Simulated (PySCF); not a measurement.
## Electronic structure of Hf (hafnium, neutral) at the UHF level

Configuration: [Xe] 4f14 5d1 6s2 6p1, one real determinant (an excited configuration). All numbers are calculated (PySCF 2.14, the spin-free X2C one-electron Hamiltonian (Gaussian nucleus), in ANO-RCC-VTZP).

| Quantity | Value |
| --- | --- |
| Total energy | -15072.822465 hartree |
| One-electron energy | -20692.9040 hartree |
| Hartree (Coulomb) energy | 5928.1542 hartree |
| Exchange energy | -308.0726 hartree |
| ⟨S²⟩ | 2.2392 |
| ⟨L²⟩ | 8.790 |
| Sum of ⟨r⟩ | 46.18 bohr |
| Sum of ⟨r²⟩ | 80.47 bohr² |
| Traceless quadrupole moment −½Σ⟨3z² − r²⟩ along its main axis | -6.80 e·bohr² |
| Langevin diamagnetic susceptibility | -63.7 ×10⁻⁶ cm³/mol |

```tsv
shell	electrons	mean orbital energy (eV)	spread (eV)	rms radius, mean of both spins (bohr)
1s α	1	-65676.7	0	0.0215
1s β	1	-65676.7	0	0.0215
2s α	1	-11371.3	0	0.0869
2s β	1	-11371.3	0	0.0869
2p α	3	-10009.4	0.006	0.0788
2p β	3	-10009.3	0.039	0.0788
3s β	1	-2652.7	0	0.222
3s α	1	-2652.7	0	0.222
3p α	3	-2236.5	0.079	0.224
3p β	3	-2236.5	0.089	0.224
3d α	5	-1728.5	0.157	0.205
3d β	5	-1728.5	0.093	0.205
4s α	1	-567.21	0	0.498
4s β	1	-567.15	0	0.498
4p α	3	-427.60	0.105	0.530
4p β	3	-427.53	0.211	0.530
4d α	5	-241.07	0.407	0.578
4d β	5	-240.98	0.269	0.578
5s α	1	-83.616	0	1.22
5s β	1	-82.653	0	1.22
5p α	3	-47.130	0.697	1.43
5p β	3	-45.652	0.623	1.43
4f α	7	-34.024	0.086	0.744
4f β	7	-33.937	0.257	0.744
5d α	1	-9.202	0	2.38
6s α	1	-9.181	0	3.69
6s β	1	-7.098	0	3.69
6p α	1	-4.732	0	4.26
```

⟨L²⟩ = 8.79 against 12 for a pure F term, so this real determinant mixes terms. Spin-orbit coupling, absent here, splits the open shell strongly. ⟨S²⟩ = 2.24 against 2.00 shows spin contamination.

Densities and radii are taken from the X2C orbitals without a picture-change correction, which distorts them close to the nucleus.

Spin-orbit constants ζ (cm⁻¹) from the X2C one-electron operator on these orbitals: bare nucleus, nucleus screened by l(l+1)(2l+1)/3 electrons, and screened by the Breit-Pauli mean field of the electrons.

| shell | bare | screened nucleus | mean field |
| --- | --- | --- | --- |
| 2p | 6083000 | 5914000 | n/a |
| 3p | 1317000 | 1281000 | n/a |
| 3d | 205200 | 176700 | n/a |
| 4p | 295200 | 287000 | n/a |
| 4d | 39330 | 33870 | n/a |
| 4f | 6500 | 3972 | n/a |
| 5p | 36900 | 35880 | n/a |
| 5d | 2012 | 1733 | n/a |
| 6p | 3156 | 3068 | n/a |

To first order the Landé constant is A = 1089 cm⁻¹, so the lowest level has J = 2 and lies 0.540 eV below the centre of the term. This holds in LS coupling only.
